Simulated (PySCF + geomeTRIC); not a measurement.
All values below come from PBE0-D4/def2-SVP run with PySCF + geomeTRIC. fastk is a local helper that only speeds up exchange builds. No frequencies were computed at this level.

```python
import json, numpy as np
from pyscf import gto, dft
from fastk import lowrank_exchange
atoms = """
In    -0.131980    -0.089071    -0.121481
H     -0.295642     1.187950    -1.214960
H     -1.344374    -0.326940     1.030293
H      0.842039    -1.400239    -0.551959
N      1.424407     0.963028     1.315234
H      2.285609     1.179844     0.818676
H      1.655770     0.359507     2.101032
H      1.045031     1.831829     1.684694
"""
def scf(charge, spin, dm0=None):
    mol = gto.M(atom=atoms, basis='def2-svp', ecp={'In': 'def2-svp'}, charge=charge, spin=spin, verbose=3, max_memory=10080)
    mf = dft.KS(mol, xc='pbe0').density_fit(auxbasis="def2-universal-jkfit")
    mf.disp = 'd4'
    mf.grids.level = 3
    mf.conv_tol = 1e-8
    mf.max_cycle = 60
    mf.kernel(dm0)
    if not mf.converged:
        mf = mf.newton().run(mf.mo_coeff, mf.mo_occ).undo_soscf()
    return mf
mf = scf(0, 0)
from pyscf.geomopt.geometric_solver import kernel as optimize
path = []
done, mol = optimize(mf, maxsteps=80, assert_convergence=False, callback=lambda env: path.append((env["energy"], bool(env["g_scanner"].converged))))
res = dict(converged=bool(done and path[-1][1]), energy=path[-1][0], path=[e for e, c in path], xyz=mol.atom_coords(unit="Angstrom").tolist(), nao=mol.nao)
json.dump(res, open("result.json", "w"))
```

Output:

```
converged SCF energy = -248.354225468029
Geometry optimization cycle 1
converged SCF energy = -248.354225468021
cycle 1: E = -248.354225468  dE = -248.354  norm(grad) = 0.0239817
Geometry optimization cycle 2
converged SCF energy = -248.356324068537
cycle 2: E = -248.356324069  dE = -0.0020986  norm(grad) = 0.00550287
Geometry optimization cycle 3
converged SCF energy = -248.356441962448
cycle 3: E = -248.356441962  dE = -0.000117894  norm(grad) = 0.00120442
Geometry optimization cycle 4
converged SCF energy = -248.35644779784
cycle 4: E = -248.356447798  dE = -5.83539e-06  norm(grad) = 0.000436072
Geometry optimization cycle 5
converged SCF energy = -248.356448664166
cycle 5: E = -248.356448664  dE = -8.66326e-07  norm(grad) = 0.000148026
<class 'geometric.internal.Distance'> : 7
<class 'geometric.internal.Angle'> : 11
<class 'geometric.internal.OutOfPlane'> : 1
<class 'geometric.internal.Dihedral'> : 9
<class 'geometric.internal.TranslationX'> : 1
<class 'geometric.internal.TranslationY'> : 1
<class 'geometric.internal.TranslationZ'> : 1
<class 'geometric.internal.RotationA'> : 1
<class 'geometric.internal.RotationB'> : 1
<class 'geometric.internal.RotationC'> : 1
Step    0 : Gradient = 8.479e-03/1.376e-02 (rms/max) Energy = -248.3542254680
Step    1 : Displace = 4.493e-02/7.115e-02 (rms/max) Trust = 1.000e-01 (=) Grad = 1.946e-03/2.946e-03 (rms/max) E (change) = -248.3563240685 (-2.099e-03) Quality = 0.753
Step    2 : Displace = 7.139e-03/1.179e-02 (rms/max) Trust = 1.414e-01 (+) Grad = 4.258e-04/7.051e-04 (rms/max) E (change) = -248.3564419624 (-1.179e-04) Quality = 1.158
Step    3 : Displace = 1.712e-03/2.950e-03 (rms/max) Trust = 2.000e-01 (+) Grad = 1.542e-04/2.772e-04 (rms/max) E (change) = -248.3564477978 (-5.835e-06) Quality = 1.194
Step    4 : Displace = 8.120e-04/1.534e-03 (rms/max) Trust = 2.828e-01 (+) Grad = 5.233e-05/8.952e-05 (rms/max) E (change) = -248.3564486642 (-8.663e-07) Quality = 1.247
Converged! =D
```

Cost: roughly 50 core-seconds.
